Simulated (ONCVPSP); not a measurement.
# Transferability test, ONCV potential for P (Z = 15)

| Property | Result |
| --- | --- |
| Element | P |
| Generator | ONCVPSP 4.0.1 |
| Type | optimised norm-conserving Vanderbilt (ONCV) |
| Functional | PBE |
| Relativity | scalar-relativistic |
| Frozen core | [Ne] |
| Valence charge | 5 |
| Reference configuration | 3s2 3p1 (charge +2) |
| Partial waves | 3s: rc 1.50 bohr, ncon 4, nbas 9, qcut 5.3 1/bohr, 2 projectors, debl 2.9 Ha; 3p: rc 1.40 bohr, ncon 4, nbas 7, qcut 6.8 1/bohr, 3 projectors, debl 1.2 Ha; d scattering state at 0.36 Ha: rc 1.25 bohr, ncon 4, nbas 8, qcut 8.4 1/bohr, 2 projectors, debl 0.9 Ha |
| Local potential | polynomial inside 0.85 bohr (lpopt 3, dvloc0 3 Ha) |
| Core correction | polynomial model core, fcfact 0.35 |

Energies are relative to the spin-unpolarised reference configuration 3s2 3p1; without spin polarisation the order of configurations can differ from experiment.

```tsv
valence configuration	charge	ΔE all-electron (eV)	error AE − PS (meV)
3s2 3p2	+1	-19.147	+6.0
3s1 3p4	0	-20.342	+9.6
```

(1) What are ΔE and the potential's error for 3s2 3p0?

(2) What are ΔE and the potential's error for 3s2 3p3?

Levels in the configuration 3s2 3p3:

```csv
level,all-electron (eV),pseudo (eV)
3s,-13.969,-13.977
3p,-5.507,-5.510
```

Note: ghosts flagged at negative energy: p at -134.8 eV; GHOST(+) flagged for s at 137.8 eV. A true bound ghost makes a file unfit for plane-wave use.

Results:

(1) ΔE = 29.739 eV all-electron; the error (AE − PS) is +12 meV.

(2) ΔE = -28.877 eV all-electron; the error (AE − PS) is +12 meV.
